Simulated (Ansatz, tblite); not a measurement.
Cost and result up the ladder for the cluster PtS₂⁻ (3 atoms). Total charge -1; doublet. Geometry: PBE0-D4/def2-TZVPD.

```xyz
3

Pt   -0.2100    0.2301   -0.0695
S     0.6181   -0.2458   -1.9496
S    -0.4081    0.0157    2.0192
```

Ansatz on 4 threads of Arm Neoverse V1 on a shared host; xTB runs through tblite on one thread. Times are rough, summed over both states, and most runs start from the orbitals of an earlier one. RPA@PBE/def2-TZVPD serves as the yardstick here, not as an exact answer. The other state is a quartet at its own geometry.

In the def2 sets Pt takes a core potential; there is no spin–orbit coupling. The xTB rows come from tblite. HSE06 is defined as in plane-wave codes, on full-range PBE exchange. Correlated methods freeze 10 core orbitals; core or outer-core shells of Pt are correlated, in sets that lack core-valence functions. The structure comes from a short search, and lower isomers may exist.

Run but left out: HF/def2-TZVPD, HF/def2-TZVPPD, PBE-QIDH/def2-TZVPD, MP2/def2-TZVPD, MP2/def2-TZVPPD, CCSD/def2-TZVPPD, CCSD(T)/def2-TZVPPD (doublet: ⟨S²⟩ 1.43 to 1.68, where a pure state has 0.75).

Correlated methods converge slowly with the basis.

xTB has no spin-polarisation term.

```json
{"level": "GFN1-xTB", "functions": "27", "wall time": "0.006 s"}
{"level": "GFN2-xTB", "functions": "27", "wall time": "0.007 s"}
{"level": "PBE-D4/def2-TZVPD", "functions": "135", "wall time": "4.2 s"}
{"level": "revPBE-D4/def2-TZVPD", "functions": "135", "wall time": "4.6 s"}
{"level": "RPA@PBE/def2-TZVPD", "functions": "135", "wall time": "6.5 s"}
{"level": "HSE06-D4/def2-TZVPD", "functions": "135", "wall time": "13 s"}
{"level": "PBE0-D4/def2-TZVPD", "functions": "135", "wall time": "13 s"}
{"level": "B97M-V/def2-TZVPD", "functions": "135", "wall time": "18 s"}
{"level": "r2SCAN-D4/def2-TZVPD", "functions": "135", "wall time": "21 s"}
{"level": "r2SCANh-D4/def2-TZVPD", "functions": "135", "wall time": "24 s"}
```

Estimate what each level gives for the quartet − doublet (eV).


```tsv
level	quartet − doublet (eV)	difference from RPA@PBE/def2-TZVPD (eV)
GFN1-xTB	1.22	0.53
GFN2-xTB	0.88	0.19
PBE-D4/def2-TZVPD	0.68	-0.02
revPBE-D4/def2-TZVPD	0.64	-0.05
RPA@PBE/def2-TZVPD	0.69	0.00
HSE06-D4/def2-TZVPD	0.55	-0.14
PBE0-D4/def2-TZVPD	0.54	-0.15
B97M-V/def2-TZVPD	0.64	-0.05
r2SCAN-D4/def2-TZVPD	0.58	-0.12
r2SCANh-D4/def2-TZVPD	0.53	-0.16
```
